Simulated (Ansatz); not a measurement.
Frontier orbitals of BCl3F2Si, SMILES `FB(F)[Si](Cl)(Cl)Cl`.

Cartesian coordinates in Å:
```
F 1.633 -0.617 -1.427
B 0.370 -0.548 -1.076
F -0.524 -1.067 -1.885
Si -0.210 0.334 0.659
Cl 1.398 0.963 1.730
Cl -1.273 -1.000 1.771
Cl -1.394 1.935 0.229
```

Charge 0, multiplicity 1. Geometry: relaxed with PBE0-D4/def2-TZVP. It is one conformer, not always the lowest. Basis def2-TZVPP, the Gaussian-basis code of Ansatz.

Orbital energies of one run (eV). Highest occupied ones, from the top: -11.30, -11.71, -12.11, -12.15, -12.78, -12.78, -14.04, -14.58, -14.63, -15.36, -15.68, -16.92, -17.27, -18.37. Empty: 0.21, 1.75, 1.90, 2.19, 3.58, 3.77.

Problem. Which functional gave them?
A. LDA (SPW92)
B. ωB97M-V
C. BLYP
D. r2SCANh

Solution. B. HOMO energies: ωB97M-V -11.30, BLYP -7.67, LDA (SPW92) -7.94, r2SCANh -8.64 eV.
